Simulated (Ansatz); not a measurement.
Ansatz (a program for electronic structure) input (SVWN5/def2-TZVPD):

Ansatz 0.2 input:
```yaml
crystal:
  periodic: [false, false, false]
  atoms:
    - {symbol: K, position_ang: [-0.00000000, -0.00000000, -1.27568738]}
    - {symbol: Cl, position_ang: [0.00000000, 0.00000000, 1.42576825]}
basis:
  gaussian:
    orbitals: def2-TZVPD
hamiltonian:
  xc: {name: SVWN5}
total_charge: -1
magnetization: {spin_polarized: true, initial_magnetization: 1}
```

End of the output:

```
integrals: 0.02 GiB planned
610 factors; their error is unknown
mean field: 0.21 GiB planned
mean field evaluation 1: about -28737.0529 eV, gradient 5.7e1 eV
mean field evaluation 2: about -28712.5043 eV, gradient 9.4e1 eV
mean field evaluation 4: about -28763.0705 eV, gradient 1.9e0 eV
mean field evaluation 8: about -28763.1173 eV, gradient 1.1e-1 eV
mean field evaluation 16: about -28763.0984 eV, gradient 5.1e-5 eV
mean field evaluation 32: about -28762.3004 eV, gradient 4.3e-1 eV
mean field -28763.09838700 eV, -1057.0243693939 hartree, gradient 5.1e-5 eV, S^2 0.750106; 6 other end points of the search recorded, 0 dependent functions left out
reference -28763.09842261 eV, -1057.0243707026 hartree; 19, 18 occupied and 63, 64 virtual orbitals, 610 factors
Total energy: -28763.09842261 eV, -1057.0243707026 hartree
```

This state (charge -1, doublet) is run at the relaxed geometry of the species with charge 0 and multiplicity 1.
